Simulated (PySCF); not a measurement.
The same groups moved round the core (propene cyano+boryl). All species are isolated molecules in the gas phase. One relaxed conformer stands for each flexible species; it need not be the lowest. Strings in code marks are SMILES.

The four lowest singlet excitations (Tamm–Dancoff). Level of theory: PySCF with TPSSh-D3(BJ)/def2-TZVP // CAM-B3LYP-D3(BJ)/def2-TZVP. Excitations are Tamm–Dancoff values on a coarser integration grid. The basis has no diffuse functions, so Rydberg states are missing or too high.

```json
[
 {"state": "S1", "energy (eV)": "4.78", "wavelength (nm)": "259", "oscillator strength": "0.000"},
 {"state": "S2", "energy (eV)": "4.83", "wavelength (nm)": "256", "oscillator strength": "0.157"},
 {"state": "S3", "energy (eV)": "5.40", "wavelength (nm)": "230", "oscillator strength": "0.001"},
 {"state": "S4", "energy (eV)": "5.56", "wavelength (nm)": "223", "oscillator strength": "0.000"}
]
```

Q: Name which member gives these states.
A) `BC/C=C\C#N`
B) `B/C(C)=C\C#N`
C) `B/C(C#N)=C\C`
D) `BC(=C)CC#N`

A: C, `B/C(C#N)=C\C`
